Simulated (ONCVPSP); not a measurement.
Scattering properties, ONCV potential for Sb (Z = 51)

- Element: antimony (Sb)
- Generator: ONCVPSP 4.0.1
- Type: optimised norm-conserving Vanderbilt (ONCV)
- Functional: PBE
- Relativity: non-relativistic
- Frozen core: [Kr]
- Valence charge: 15
- Reference configuration: 4d10 5s2 5p3
- Partial waves: 5s: rc 1.60 bohr, ncon 3, nbas 7, qcut 3.5 1/bohr, 2 projectors, debl 0.5 Ha; 5p: rc 2.05 bohr, ncon 4, nbas 8, qcut 3.4 1/bohr, 2 projectors, debl 1.4 Ha; 4d: rc 1.40 bohr, ncon 4, nbas 8, qcut 8.7 1/bohr, 2 projectors, debl 1.2 Ha
- Local potential: polynomial inside 1.35 bohr (lpopt 5, dvloc0 0 Ha)
- Core correction: Teter function, fcfact 5.25, rcfact 1.75

In the d channel the program set the typed energies aside and used -1.295, 0.250 Ha.

The phase is arctan(r·R′/R) of the radial function R(r), unwrapped; energies in Ha, scanned from -3 to 5 Ha. A pole is an energy at which the radial function vanishes at the test radius. The pseudo phase is shifted by a multiple of π to meet the all-electron one at the reference energy, and phase errors are pseudo minus all-electron; the curves can meet again beyond the range given. Levels narrower than the energy grid can be missing from the lists of poles.

For each channel, where are the poles, and over which energies does the pseudopotential scatter like the atom?

```
channel  radius (bohr)  reference energy (Ha)  poles, all-electron  poles, pseudo  unbroken range about the reference energy with phases within 0.05 rad  phase error 1 Ha above the reference energy (rad)
      s           1.62                  -0.44                 4.70           5.00                                                        the whole range                                             +0.000
      p           2.08                  -0.18                 2.19     1.89, 2.30                                                              below 1.9                                             -0.000
      d           1.42                  -1.30                -0.29          -0.29                                                        the whole range                                             +0.000
```

Note: ghosts flagged at negative energy: s at -100.9 eV; GHOST(+) flagged for p at 52.4 eV. A true bound ghost makes a file unfit for plane-wave use.

Phases in the s channel:

```csv
E (Ha),all-electron,pseudo
-2.98,1.226,1.256
-2.76,1.197,1.216
-2.54,1.165,1.177
-2.32,1.127,1.136
-2.10,1.083,1.089
-1.88,1.030,1.034
-1.66,0.965,0.967
-1.44,0.882,0.883
-1.22,0.775,0.776
-1.00,0.635,0.635
-0.78,0.452,0.452
-0.56,0.219,0.218
-0.34,-0.053,-0.054
-0.12,-0.332,-0.332
0.10,-0.578,-0.578
0.32,-0.776,-0.776
0.54,-0.927,-0.927
0.76,-1.042,-1.042
0.98,-1.131,-1.131
1.20,-1.200,-1.200
1.42,-1.256,-1.255
1.64,-1.302,-1.300
1.86,-1.340,-1.338
2.08,-1.372,-1.370
2.30,-1.399,-1.397
2.52,-1.423,-1.421
2.74,-1.445,-1.441
2.96,-1.464,-1.460
3.18,-1.481,-1.476
3.40,-1.497,-1.491
3.62,-1.511,-1.505
3.84,-1.524,-1.517
4.06,-1.537,-1.529
4.28,-1.549,-1.540
4.50,-1.561,-1.550
4.72,-1.572,-1.559
4.94,-1.582,-1.569
```
